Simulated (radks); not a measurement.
Spherical quantum dot in the effective-mass picture: electrons in a well V = -V0 / (1 + exp((r - R)/a)) with V0 = 5.53, R = 3.97, a = 0.39, with a point charge +1 (a donor) at the centre, all in effective atomic units (hartree* = m*/eps^2 hartree, bohr* = eps/m* bohr), one dielectric constant everywhere. Calculated with a radial shooting solver with Libxc functionals: non-relativistic Kohn-Sham, exchange-only LDA, spin-polarised, spherical densities. Levels are named by radial order and angular momentum (1s, 1p, 1d, 2s, ...), and open shells are averaged over m. Results are scaled to m* = 0.472 and eps = 17.6, for which hartree* = 41.46 meV and bohr* = 1.973 nm.

N = 13, configuration 1s2 1p6 1d(up 5, down 0). This is the lowest configuration that the search found. Occupied and some empty levels:

level    occupation  eigenvalue (meV)  <r> (nm)
1s up             1           -51.662     4.168
1s down           1           -48.681     3.920
1p up             3           -39.928     5.124
1p down           3           -35.638     5.078
1d up             5           -25.931     5.526
2s up             0           -22.982     3.741
1d down           0           -21.366     5.519
2s down           0           -21.174     3.893
1f up             0           -8.6079     5.839
1f down           0           -3.9866     5.849

Energy (meV): total -1620.96, kinetic 312.45, external -2988.3, Hartree 1219.0, exchange-correlation -164.10.

Electron density:

r (nm)  n(r) (e/nm^3)
0.212         0.02246
1.01          0.01176
1.81         0.008573
2.61         0.008690
3.40          0.01032
4.20          0.01194
5.00          0.01172
5.80         0.008667
6.60         0.004309
7.40         0.001325
8.19        0.0002587
8.99       0.00003694
9.79        4.642e-06
10.6        5.691e-07
